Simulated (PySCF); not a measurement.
**Two probes of the same atoms: core binding energy and nuclear shielding**

Compound: C₅H₈BNO₂.
Z-matrix (Å and degrees, PBE0-D3(BJ)/def2-SVP geometry), rows numbered from 1:
```
C 
N   1  1.4375
C   2  1.2676  1  124.14
C   3  1.4826  2  128.92  1    -0.64
O   4  1.2766  3  118.69  2    -2.27
B   5  1.5325  4  118.69  3  -168.12
O   6  1.5310  5  106.07  4   -40.25
C   7  1.2679  6  117.80  5    39.39
C   8  1.3937  7  123.57  6   -14.37
H   1  1.1026  2  111.40  3    62.06
H   1  1.1018  2  112.22  3   -56.42
H   1  1.0986  2  109.19  3  -177.60
H   3  1.1014  2  117.36  1   179.82
H   6  1.2237  5  107.58  4    74.58
H   6  1.2099  5  108.83  4  -157.62
H   8  1.1005  7  115.62  6   169.58
H   9  1.0886  4  121.00  3     2.72
```

Binding energies: delta-SCF UKS SCAN, pcX-2 on the ionised atom, pcseg-1 elsewhere, spin-free X2C (PySCF). Shieldings: GIAO PBE0/pcSseg-1, non-relativistic, same geometry.

| atom | C 1s (eV) |
| --- | --- |
| C1 | 291.54 |
| C3 | 292.16 |
| C9 | 290.89 |

Problem. What are the absolute isotropic shieldings of these atoms?

Solution. 
```
atom       environment  C 1s (eV)  isotropic shielding (ppm)
  C9  alkene CH carbon     290.89                       75.5
  C1   N-methyl carbon     291.54                      136.7
  C3      imine carbon     292.16                       25.2
```

Problem. Among the listed atoms, is the one with the highest binding energy also the least shielded?

Solution. Yes: C3 has both (292.16 eV, 25.2 ppm).

By binding energy: C9 < C1 < C3. By shielding: C3 < C9 < C1.

The unrestricted hole states depart most from a pure doublet (⟨S²⟩ = 0.75; over 0.85 named) for C 1s of C3 (0.96), which makes this value less certain. Geometry: PBE0-D3(BJ)/def2-SVP, one conformer, isolated molecule.
